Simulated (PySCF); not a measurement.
**Exercise with solution: oscillator strength and radiative lifetime**

CH₅BO, SMILES CBO.

The structure is a stationary point at B3LYP-D3(BJ)/def2-TZVP. The values are those of a single conformer.

TDA-CAM-B3LYP/def2-SVPD (PySCF) puts the first singlet state with f over 0.02 at 9.05 eV (vertical), with the transition dipole (0.000, 0.000, 0.346) in atomic units.

Q: Find the oscillator strength, the wavelength and the radiative lifetime that this transition would have in vacuum if emission retraced absorption.

A: 
|μ|² = 0.1197 au, so |μ| = 0.88 D. ΔE = 9.05/27.211 = 0.3326 hartree. f = (2/3) ΔE |μ|² = 0.027 (the program prints 0.026).
λ = 1239.84/9.05 = 137 nm; ν = 72993 cm⁻¹.
Einstein's coefficient A = 0.6670 ν² f s⁻¹ (ν in cm⁻¹) = 9.4e7 s⁻¹, so τ = 1/A = 11 ns. This state is S4; the lower singlets have f = 0.002, 0.017, 0.007. The figure is the radiative limit of this one transition; relaxation, internal conversion, crossing to triplets and a medium change what is measured.
